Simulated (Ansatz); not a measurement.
Be₈O₈, a nanocrystal cut from wurtzite BeO (bare). Charge 0, multiplicity 3. Geometry PBE-D4/def2-SVP, that of the neutral singlet; atoms count from 1.

```csv
atom,x (Å),y (Å),z (Å)
O1,0.154,-2.248,2.667
Be2,-1.194,-2.445,2.200
Be3,0.772,-1.210,1.790
O4,-0.256,-0.522,0.471
O5,1.807,1.167,-0.420
Be6,0.249,0.510,-0.459
Be7,2.052,2.182,-1.464
O8,1.397,2.857,-2.575
O9,-2.334,-2.216,1.351
Be10,-1.938,-1.174,0.359
O11,-0.650,1.203,-1.714
Be12,0.096,2.210,-2.494
O13,2.201,-0.574,1.791
Be14,2.288,0.355,0.763
O15,-2.732,-0.508,-0.813
Be16,-1.914,0.414,-1.453
```

At PBE0-D4/def2-TZVP a singlet of charge 0 lies 3.90 eV below the triplet at the same geometry.

(1) Estimate the Mulliken populations from the PBE0/def2-TZVP orbitals of Ansatz.

(2) Where does the spin sit?

(3) And the Mayer bond orders between heavy atoms (over 0.3)?

Results:

(1) 
```json
{"atom": "O1", "charge (e)": "-0.07", "spin (α − β)": "0.42"}
{"atom": "Be2", "charge (e)": "0.14", "spin (α − β)": "-0.07"}
{"atom": "Be3", "charge (e)": "0.20", "spin (α − β)": "-0.04"}
{"atom": "O4", "charge (e)": "-0.20", "spin (α − β)": "0.00"}
{"atom": "O5", "charge (e)": "0.10", "spin (α − β)": "0.00"}
{"atom": "Be6", "charge (e)": "0.12", "spin (α − β)": "0.07"}
{"atom": "Be7", "charge (e)": "-0.12", "spin (α − β)": "0.41"}
{"atom": "O8", "charge (e)": "-0.19", "spin (α − β)": "-0.02"}
{"atom": "O9", "charge (e)": "-0.07", "spin (α − β)": "0.42"}
{"atom": "Be10", "charge (e)": "0.20", "spin (α − β)": "-0.04"}
{"atom": "O11", "charge (e)": "0.10", "spin (α − β)": "0.00"}
{"atom": "Be12", "charge (e)": "-0.12", "spin (α − β)": "0.41"}
{"atom": "O13", "charge (e)": "-0.14", "spin (α − β)": "0.17"}
{"atom": "Be14", "charge (e)": "0.10", "spin (α − β)": "0.06"}
{"atom": "O15", "charge (e)": "-0.14", "spin (α − β)": "0.17"}
{"atom": "Be16", "charge (e)": "0.10", "spin (α − β)": "0.06"}
```
Mulliken values depend strongly on the basis.

(2) Summed by element: O 1.14, Be 0.86, of 2 unpaired in all. Largest on single atoms: O9 0.42, O1 0.42, Be12 0.41.

(3) O1–Be2 1.28 (1.44 Å); O1–Be3 0.98 (1.49 Å); Be2–O9 1.28 (1.44 Å); Be3–O4 0.63 (1.81 Å); Be3–O13 1.02 (1.56 Å); O4–Be6 1.22 (1.48 Å); O4–Be10 0.63 (1.81 Å); O5–Be6 0.73 (1.69 Å); O5–Be7 1.05 (1.48 Å); O5–Be14 1.05 (1.51 Å); Be6–O11 0.73 (1.69 Å); Be7–O8 1.28 (1.46 Å); Be7–Be12 0.41 (2.21 Å); O8–Be12 1.28 (1.46 Å); O9–Be10 0.98 (1.49 Å); Be10–O15 1.02 (1.56 Å); O11–Be12 1.05 (1.48 Å); O11–Be16 1.05 (1.51 Å); O13–Be14 1.44 (1.39 Å); O15–Be16 1.44 (1.39 Å).
